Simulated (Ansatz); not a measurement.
This geometry of GaH3O3 + H3P (11 atoms, charge 0, multiplicity 1) is a first-order saddle point.

The calculation used RKS PBE0/def2-SVP (Ansatz 0.2.0).

```xyz
11
Properties=species:S:1:pos:R:3
Ga -0.199 -0.552 0.410
O 1.140 -0.842 -0.932
O 0.370 -0.384 2.090
O -1.724 -1.422 0.134
H 0.815 0.424 -1.082
P -0.107 1.817 -0.913
H 2.041 -1.067 -0.664
H 1.071 0.261 2.220
H -1.845 -1.693 -0.781
H -1.456 1.358 -0.969
H -0.107 2.101 0.486
```

(1) Which two structures does it join? (They come from a converged band through this point; their orientation in space is the band's.)

(2) How far does it lie above each of them?

Answers

(1) Bonds broken: H5–P6. Bonds formed: Ga1–P6, O2–H5. GaH3O3 + H3P becomes GaH6O3P.

Image 0:

```xyz
11
Properties=species:S:1:pos:R:3
Ga -0.044 -0.891 0.455
O 1.211 -1.411 -0.704
O 0.282 -0.161 2.044
O -1.735 -1.244 0.056
H 0.596 1.224 -1.411
P -0.361 2.185 -0.953
H 2.118 -1.225 -0.444
H 1.212 -0.006 2.234
H -1.824 -1.697 -0.789
H -1.426 1.233 -0.913
H -0.030 1.993 0.425
```

Image 8:

```xyz
11
Properties=species:S:1:pos:R:3
Ga -0.211 -0.144 0.182
O 1.454 -0.865 -0.960
O 1.071 -0.304 1.482
O -1.372 -1.510 0.272
H 1.899 -0.164 -1.455
P -0.559 1.959 -0.752
H 1.899 -0.903 -0.080
H 0.814 -0.848 2.234
H -2.149 -1.422 -0.287
H -1.905 1.683 -1.144
H -0.941 2.519 0.506
```

(2) 72.3 kJ/mol above the first and 142.7 kJ/mol above the second. This is the barrier of this one path; another mechanism may lie lower. The orbitals stay closed-shell, which can raise the energy where a bond breaks towards radicals; this wasn't checked here.

Time of the run: 8.2 min on 4 threads of Arm Neoverse N1 (shared host), peak memory 0.38 GiB.
